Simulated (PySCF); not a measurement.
C4H10N, doublet, geometry from GFN2-xTB; DF-B3LYP/6-311++G** (PySCF).

PySCF was given this input:
```python
from pyscf import gto, scf, dft
import numpy

mol = gto.M(
    atom='''
C     0.67820005   -0.41699441    1.29444918
C     0.02857092   -0.02960167    0.02237235
C    -0.90329571   -1.12664449   -0.49435635
C     1.05588681    0.34741539   -1.04597549
N    -0.80498467    1.17133937    0.27104294
H     0.13254030   -0.98583015    2.02430752
H     1.56583299    0.09255802    1.62075569
H    -1.63236915   -1.39634447    0.26643342
H    -1.43433206   -0.77216324   -1.37336694
H    -0.33024515   -2.01216935   -0.75474050
H     0.54531946    0.71729722   -1.93074925
H     1.72006284    1.12597566   -0.67746316
H     1.65311761   -0.51991661   -1.31316773
H    -1.51135369    0.97099308    0.97128310
H    -0.22985286    1.93517531    0.61046915
''',
    basis='6-311++g**',
    spin=1,
    verbose=4,
)
print('smallest overlap eigenvalue', numpy.linalg.eigvalsh(mol.intor('int1e_ovlp'))[0])

mf = dft.UKS(mol)
mf.xc = 'b3lyp'
mf = mf.density_fit(auxbasis='def2-universal-jkfit')
mf = scf.addons.remove_linear_dep_(mf, threshold=1e-4, lindep=1e-4)
mf.kernel()
```

What the program printed (banner, timings and long lists left out):

```
PySCF version 2.14.0

[INPUT] verbose = 4
[INPUT] num. atoms = 15
[INPUT] num. electrons = 41
[INPUT] charge = 0
[INPUT] spin (= nelec alpha-beta = 2S) = 1
[INPUT] symmetry False subgroup None
[INPUT] Mole.unit = angstrom
[INPUT] Symbol           X                Y                Z      unit          X                Y                Z       unit  Magmom
[...]
nuclear repulsion = 191.210369326613
number of shells = 100
number of NR pGTOs = 265
number of NR cGTOs = 180
basis = 6-311++g**
ecp = {}
input.py:31: DeprecationWarning: remove_linear_dep_ is deprecated and will be removed in a future release. Linear dependency handling is now built into the SCF procedure by default. Linear dependency removal can be controlled using the following settings:
  pyscf.scf.hf.remove_overlap_zero_eigenvalue = True
  pyscf.scf.hf.overlap_zero_eigenvalue_threshold = 1e-6

  mf = scf.addons.remove_linear_dep_(mf, threshold=1e-4, lindep=1e-4)
smallest overlap eigenvalue 2.2950428656004625e-05
Applying remove_linear_dep_ on SCF object.
Using canonical orthogonalization with threshold 0.0001

******** <class 'pyscf.df.df_jk.DFUKS'> ********
method = DFUKS
initial guess = minao
damping factor = 0
level_shift factor = 0
DIIS = <class 'pyscf.scf.diis.CDIIS'>
diis_start_cycle = 1
diis_space = 8
diis_damp = 0
SCF conv_tol = 1e-09
SCF conv_tol_grad = None
SCF max_cycles = 50
direct_scf = False
number electrons alpha = 21  beta = 20
XC library pyscf.dft.libxc version 7.1.2
    S. Lehtola, C. Steigemann, M. J. T. Oliveira, and M. A. L. Marques,  SoftwareX 7, 1–5 (2018)
XC functionals = b3lyp
    P. J. Stephens, F. J. Devlin, C. F. Chabalowski, and M. J. Frisch,  J. Phys. Chem. 98, 11623 (1994)
radial grids:
    Treutler-Ahlrichs [JCP 102, 346 (1995); DOI:10.1063/1.469408] (M4) radial grids

becke partition: Becke, JCP 88, 2547 (1988); DOI:10.1063/1.454033
pruning grids: <function nwchem_prune>
grids dens level: 3
symmetrized grids: False
atomic radii adjust function: <function treutler_atomic_radii_adjust>
small_rho_cutoff = 0
Set gradient conv threshold to 3.16228e-05
tot grids = 168456
******** <class 'pyscf.df.df.DF'> ********
auxbasis = def2-universal-jkfit
init E= -213.436548513764

cycle= 1 E= -213.137979024784  delta_E= 0.299  |g|= 0.354  |ddm|= 2.57
cycle= 2 E= -213.104029244458  delta_E= 0.0339  |g|= 0.448  |ddm|= 0.802
cycle= 3 E= -213.201903018884  delta_E= -0.0979  |g|= 0.0606  |ddm|= 0.482
cycle= 4 E= -213.203186074091  delta_E= -0.00128  |g|= 0.0301  |ddm|= 0.0722
cycle= 5 E= -213.203626984656  delta_E= -0.000441  |g|= 0.00672  |ddm|= 0.0281
cycle= 6 E= -213.20364806714  delta_E= -2.11e-05  |g|= 0.00296  |ddm|= 0.0101
cycle= 7 E= -213.203653955371  delta_E= -5.89e-06  |g|= 0.000809  |ddm|= 0.00442
cycle= 8 E= -213.203654554745  delta_E= -5.99e-07  |g|= 0.000221  |ddm|= 0.00158
cycle= 9 E= -213.203654582626  delta_E= -2.79e-08  |g|= 0.000145  |ddm|= 0.000438
cycle= 10 E= -213.203654590913  delta_E= -8.29e-09  |g|= 8.57e-05  |ddm|= 0.000173
cycle= 11 E= -213.203654593344  delta_E= -2.43e-09  |g|= 5.43e-05  |ddm|= 0.000101
cycle= 12 E= -213.203654591358  delta_E= 1.99e-09  |g|= 8.26e-05  |ddm|= 0.000102
cycle= 13 E= -213.20365459127  delta_E= 8.78e-11  |g|= 8.31e-05  |ddm|= 4.44e-05
cycle= 14 E= -213.203654591141  delta_E= 1.3e-10  |g|= 8.44e-05  |ddm|= 4.15e-06
cycle= 15 E= -213.203654590904  delta_E= 2.36e-10  |g|= 8.66e-05  |ddm|= 1.05e-05
cycle= 16 E= -213.203654591578  delta_E= -6.74e-10  |g|= 8.02e-05  |ddm|= 5.81e-05
cycle= 17 E= -213.20365459119  delta_E= 3.88e-10  |g|= 8.2e-05  |ddm|= 2.79e-05
cycle= 18 E= -213.203654590946  delta_E= 2.44e-10  |g|= 8.63e-05  |ddm|= 3.84e-05
cycle= 19 E= -213.203654591848  delta_E= -9.01e-10  |g|= 7.65e-05  |ddm|= 4.46e-05
cycle= 20 E= -213.203654592741  delta_E= -8.93e-10  |g|= 6.17e-05  |ddm|= 0.00012
cycle= 21 E= -213.203654591818  delta_E= 9.23e-10  |g|= 7.6e-05  |ddm|= 0.000115
cycle= 22 E= -213.203654591717  delta_E= 1.02e-10  |g|= 7.83e-05  |ddm|= 1.56e-05
cycle= 23 E= -213.203654591591  delta_E= 1.25e-10  |g|= 7.96e-05  |ddm|= 1.72e-05
cycle= 24 E= -213.203654591565  delta_E= 2.68e-11  |g|= 8.02e-05  |ddm|= 1.03e-05
cycle= 25 E= -213.203654592052  delta_E= -4.88e-10  |g|= 7.38e-05  |ddm|= 5.6e-05
cycle= 26 E= -213.203654591608  delta_E= 4.45e-10  |g|= 7.8e-05  |ddm|= 3.45e-05
cycle= 27 E= -213.203654591452  delta_E= 1.56e-10  |g|= 8.18e-05  |ddm|= 4.98e-05
cycle= 28 E= -213.203654592082  delta_E= -6.3e-10  |g|= 7.21e-05  |ddm|= 4.59e-05
cycle= 29 E= -213.20365459202  delta_E= 6.18e-11  |g|= 7.64e-05  |ddm|= 0.000112
cycle= 30 E= -213.20365459173  delta_E= 2.9e-10  |g|= 7.67e-05  |ddm|= 0.000116
cycle= 31 E= -213.20365459174  delta_E= -9.61e-12  |g|= 7.58e-05  |ddm|= 2.69e-05
cycle= 32 E= -213.203654591791  delta_E= -5.1e-11  |g|= 7.47e-05  |ddm|= 1.77e-05
cycle= 33 E= -213.203654591638  delta_E= 1.52e-10  |g|= 7.83e-05  |ddm|= 3.03e-05
cycle= 34 E= -213.203654592243  delta_E= -6.05e-10  |g|= 7.34e-05  |ddm|= 3.99e-05
cycle= 35 E= -213.203654591721  delta_E= 5.22e-10  |g|= 7.75e-05  |ddm|= 4.97e-05
cycle= 36 E= -213.203654591917  delta_E= -1.96e-10  |g|= 7.78e-05  |ddm|= 4.53e-05
cycle= 37 E= -213.203654591783  delta_E= 1.34e-10  |g|= 7.73e-05  |ddm|= 5.75e-05
cycle= 38 E= -213.203654591637  delta_E= 1.46e-10  |g|= 8.12e-05  |ddm|= 0.00012
cycle= 39 E= -213.203654591785  delta_E= -1.48e-10  |g|= 7.71e-05  |ddm|= 0.00012
cycle= 40 E= -213.203654591575  delta_E= 2.1e-10  |g|= 7.89e-05  |ddm|= 1.92e-05
cycle= 41 E= -213.203654591612  delta_E= -3.73e-11  |g|= 7.91e-05  |ddm|= 1.43e-05
cycle= 42 E= -213.20365459165  delta_E= -3.84e-11  |g|= 7.86e-05  |ddm|= 1.24e-05
cycle= 43 E= -213.203654591825  delta_E= -1.75e-10  |g|= 7.87e-05  |ddm|= 4.12e-05
cycle= 44 E= -213.203654591697  delta_E= 1.29e-10  |g|= 7.81e-05  |ddm|= 3.14e-05
cycle= 45 E= -213.203654591573  delta_E= 1.23e-10  |g|= 8.08e-05  |ddm|= 6.11e-05
cycle= 46 E= -213.203654591878  delta_E= -3.05e-10  |g|= 7.53e-05  |ddm|= 4.34e-05
cycle= 47 E= -213.203654591682  delta_E= 1.97e-10  |g|= 8.08e-05  |ddm|= 0.000122
cycle= 48 E= -213.203654592256  delta_E= -5.74e-10  |g|= 7.16e-05  |ddm|= 0.000116
cycle= 49 E= -213.203654591795  delta_E= 4.61e-10  |g|= 7.7e-05  |ddm|= 5.89e-05
cycle= 50 E= -213.203654591991  delta_E= -1.96e-10  |g|= 7.5e-05  |ddm|= 4.23e-05
SCF not converged.
SCF energy = -213.203654591991 after 50 cycles  <S^2> = 0.75459965  2S+1 = 2.0045944
```

Convergence was not reached.
